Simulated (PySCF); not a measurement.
C2H6AuClS, triplet, at the geometry of the source list (the multiplicity is a formal guess) (core potentials on Au). Base run: DF-MN15/def2-SV(P) run with PySCF.

PySCF was given this input:
```python
from pyscf import gto, scf, dft

mol = gto.Mole()
mol.atom = '''
    Au    1.61860000   -1.58070000    0.01030000
    Cl    3.69980000   -2.33190000    0.39400000
    C    -0.21670000    0.79500000   -1.33070000
    S    -0.54120000   -0.71430000   -0.36290000
    C    -0.95800000    0.05260000    1.23660000
    H     0.54380000    1.39440000   -0.84120000
    H    -1.14600000    1.34890000   -1.42720000
    H     0.13020000    0.47760000   -2.30840000
    H    -0.14980000    0.69980000    1.56060000
    H    -1.09920000   -0.75350000    1.94880000
    H    -1.88160000    0.61220000    1.12010000
'''
mol.basis = 'def2-sv(p)'
mol.ecp = {'Au': 'def2-sv(p)'}
mol.spin = 2
mol.verbose = 4
mol.build()

mf = dft.UKS(mol)
mf.xc = 'mn15'
mf = mf.density_fit(auxbasis='def2-universal-jkfit')
mf.kernel()
mf.analyze()
```

The base run was repeated with changes; each row names its change, and settings that it needs were set with it.

```tsv
change	ΔE vs base (mEh)	grid points	electrons on the grid	outcome
base	0.000	149152	70.00001	converged
grids.prune = dft.gen_grid.sg1_prune	-	-	-	input refused
small_rho_cutoff = 0	0.000	149152	70.00001	converged
grids.atom_grid = (75, 302)	-0.031	158432	70.00004	converged
grids.level = 1	-0.281	46760	70.00005	converged
grids.level = 2	-0.023	93736	70.00005	converged
grids.atom_grid = (150, 974)	-	-	-	cut at the time limit
grids.radi_method = delley	-0.002	156176	70.00001	converged
grids.atom_grid = (30, 110)	-19.498	27016	69.99879	converged
grids.prune = dft.gen_grid.treutler_prune	0.017	134056	70.00001	converged
grids.level = 4	-0.008	243880	70.00000	converged
```

Open shells are given as the SCF converged; they aren't shown to be the lowest states, and a large step between rows can be another state.

- grids.prune = dft.gen_grid.sg1_prune: ended with `IndexError: index 79 is out of bounds for axis 0 with size 19`
